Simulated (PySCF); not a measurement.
Ge(F)2(Br)(OH) (BrF2GeHO), SMILES [OH][Ge]([F])([F])[Br].

Geometry optimised at r2SCAN-D4/def2-SVP. The values are those of a single conformer.

Method: PBE/def2-TZVP run with PySCF.

Symmetry labels are those of the subgroup Cs that the program uses (full group Cs).

### Question
List the valence orbital energies around the gap with their symmetry. (The exact figures need the calculation; the answer reports its results.)

### Answer

```tsv
orbital	symmetry	energy (eV)
HOMO−7	A'	-10.58
HOMO−6	A"	-10.06
HOMO−5	A"	-9.82
HOMO−4	A'	-9.81
HOMO−3	A'	-9.32
HOMO−2	A"	-8.57
HOMO−1	A'	-8.13
HOMO	A"	-8.08
LUMO	A'	-2.67
LUMO+1	A'	-0.26
LUMO+2	A"	0.18
LUMO+3	A'	0.50
```
